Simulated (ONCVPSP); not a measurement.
## What one change does to a pseudopotential (Cu, ONCV)

```
Element                 : Cu
Generator               : ONCVPSP 4.0.1
Type                    : optimised norm-conserving Vanderbilt (ONCV)
Functional              : PBEsol
Relativity              : scalar-relativistic
Frozen core             : [Ne]
Valence charge          : 19
Reference configuration : 3s2 3p6 3d10 4s0.5 (charge +0.5)
Partial waves           : 3s+4s: rc 1.05 bohr, ncon 4, nbas 9, qcut 9.7 1/bohr, 2 projectors; 3p: rc 1.10 bohr, ncon 4, nbas 7, qcut 14.6 1/bohr, 2 projectors, debl 0.5 Ha; 3d: rc 0.75 bohr, ncon 4, nbas 8, qcut 13.9 1/bohr, 2 projectors, debl 0.5 Ha; f scattering state at 0.2 Ha: rc 0.85 bohr, ncon 4, nbas 9, qcut 15.1 1/bohr, 3 projectors, debl 0.7 Ha
Local potential         : polynomial inside 0.55 bohr (lpopt 5, dvloc0 0 Ha)
Core correction         : Teter function fitted to the true core (icmod 2), fcfact 0.65
```

In the p channel the program set the typed energies aside and used -2.796, 0.250 Ha.

Change: all radii but the core radius scaled by about 1.33 (s 1.40, p 1.46, d 1.00, f 1.12 bohr); local potential polynomial inside 0.72 bohr (lpopt 5, dvloc0 0 Ha).

Cutoffs: the cutoffs (Ha) at which the residual kinetic energy of the hardest occupied pseudo-wave falls to 1 and 0.1 mHa per electron; they do not see the model core or the augmentation charge, which bear on the density cutoff. Errors are all-electron minus pseudo energies relative to the spin-unpolarised reference configuration.

Q: Predict the effect on cutoff, ghosts and configuration errors.

A: The potential gets softer (356 Ha and 432 Ha → 85 Ha and 96 Ha); the bound ghost in f disappears; the number of tests with a reliable result goes from 3 to 4; of the 3 tests that both files solve, the error grows in 3 and shrinks in 0 by more than 15 % and 0.3 meV (median size 0.3 → 2.0 meV). A larger radius leaves more room for a smooth pseudo-wave, so fewer plane waves are needed. More of the atom is replaced by a form fitted at one configuration, so other configurations suffer.

```tsv
quantity	base	changed
cutoff, loose	356 Ha	85 Ha
cutoff, tight	432 Ha	96 Ha
loose cutoff by channel	s 39 Ha, p 49 Ha, d 356 Ha	s 17 Ha, p 43 Ha, d 85 Ha
bound ghosts	f	none
GHOST(+) flags under 300 eV	none	none
tests with a reliable result	3 of 4	4 of 4
error for 3s2 3p6 3d10 4s0, meV [ΔE 4.95 eV]	0.0	+0.4
error for 3s2 3p6 3d9 4s0, meV [ΔE 26.26 eV]	-0.3	-2.0
error for 3s1 3p6 3d10 4s1, meV [ΔE 118.79 eV]	-57	-250
rms error of d²Exc/dni dnj with the model core, mHa	1.32	1.51
```

 A true bound ghost makes a file unfit for plane-wave use even where its test errors are small: the radial tests pick states by their node count and pass the ghost by.
